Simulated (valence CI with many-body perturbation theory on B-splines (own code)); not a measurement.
## Level structure of Tm⁵⁵⁺

Method: relativistic CI+MBPT: four valence electrons over a frozen Dirac-Fock core [Ne], a basis of 11 s, 11 p, 9 d, 7 f, 5 g, 2 h, 1 i functions for each j, with the one-electron correlation potential Σ1, the two-electron term Σ2, the three-electron term Σ3, Breit, model QED; selected CI, second order for the rest (own B-spline code, finite nucleus).

No measured spectrum was set against this ion. As an estimate, large intervals hold to a few tenths of a per cent, small ones and those within an open d or f shell to about a per cent.

Levels 46 to 65 of 65, with energies above the lowest level, (3s^2 3p1/2^2) J=0. "Leading %" is the weight of the configuration and term that name the level; weights of strongly mixed levels are sums over their largest components and can fall short. In the jj column 3d3/2^4 stands for four electrons in 3d with j = 3/2. Lifetimes count E1, E2, E3, M1 and M2 decay at the calculated energies, and are blank where another channel may lead or the interval is too uncertain; long ones can be off by a factor of two.

```tsv
No.	Configuration	Term	J	E (× 10³ cm⁻¹)	Leading %	Lifetime	Second component	g	Leading jj
46	3s 3p2 3d	3P	0	7322.6	60	481 fs	17 % 3s2 3d2 3P		3s 3p1/2 3p3/2 3d3/2 (61 %)
47	3s 3p2 3d	3P	2	7326.6	32	1.27 ps	12 % 3s 3p2 3d 5D	1.254	3s 3p1/2 3p3/2 3d5/2 (82 %)
48	3s 3p2 3d	3G	5	7334.3	57	57.7 ps	43 % 3s 3p2 3d 5F	1.274	3s 3p1/2 3p3/2 3d5/2 (99 %)
49	3s 3p2 3d	3F	3	7401.5	45	2.90 ps	16 % 3s 3p2 3d 5P	1.251	3s 3p1/2 3p3/2 3d5/2 (92 %)
50	3s 3p3	3P°	2	7471.9	50	777 fs	16 % 3s 3p3 3D°	1.426	3s 3p3/2^3 (96 %)
51	3s 3p2 3d	3D	3	7478.2	62	2.13 ps	12 % 3s 3p2 3d 3F	1.297	3s 3p1/2 3p3/2 3d5/2 (93 %)
52	3s 3p2 3d	3P	1	7481.3	44	1.47 ps	24 % 3s 3p2 3d 3D	1.166	3s 3p1/2 3p3/2 3d5/2 (79 %)
53	3s 3p2 3d	1G	4	7499.6	39	4.58 ps	38 % 3s 3p2 3d 3F	1.165	3s 3p1/2 3p3/2 3d5/2 (90 %)
54	3s 3p2 3d	1D	2	7514.5	30	1.78 ps	13 % 3s 3p2 3d 3P	1.124	3s 3p1/2 3p3/2 3d5/2 (84 %)
55	3s 3p2 3d	3D	3	7588.0	37	914 fs	24 % 3s 3p2 3d 3F	1.192	3s 3p1/2 3p3/2 3d5/2 (91 %)
56	3s 3p2 3d	3F	4	7607.7	45	1.28 ps	35 % 3s 3p2 3d 3G	1.141	3s 3p1/2 3p3/2 3d5/2 (90 %)
57	3s 3p2 3d	3D	1	7628.0	41	1.79 ps	25 % 3s 3p2 3d 1P	0.892	3s 3p1/2 3p3/2 3d5/2 (91 %)
58	3s2 3d2	3F	2	7680.8	55	260 fs	12 % 3s 3p2 3d 3D	0.829	3s^2 3d3/2^2 (65 %)
59	3s 3p3	1P°	1	7716.8	38	349 fs	24 % 3s 3p3 3S°	1.192	3s 3p3/2^3 (97 %)
60	3s 3p2 3d	3P	1	7717.3	31	1.55 ps	28 % 3s 3p2 3d 3S	1.364	3s 3p1/2 3p3/2 3d5/2 (90 %)
61	3s 3p2 3d	1F	3	7728.8	37	857 fs	35 % 3s 3p2 3d 3F	1.080	3s 3p1/2 3p3/2 3d5/2 (87 %)
62	3s 3p2 3d	3D	2	7739.4	21	1.11 ps	18 % 3s 3p2 3d 1D	1.164	3s 3p1/2 3p3/2 3d5/2 (80 %)
63	3s 3p2 3d	3P	0	7744.5	45	1.19 ps	32 % 3s 3p2 3d 1S		3s 3p1/2 3p3/2 3d5/2 (78 %)
64	3s 3p2 3d	3P	2	7794.5	32	524 fs	30 % 3s 3p2 3d 3D	1.173	3s 3p1/2 3p3/2 3d5/2 (91 %)
65	3s2 3d2	3P	0	7860.5	54	222 fs	16 % 3s2 3d2 1S		3s^2 3d3/2^2 (68 %)
```
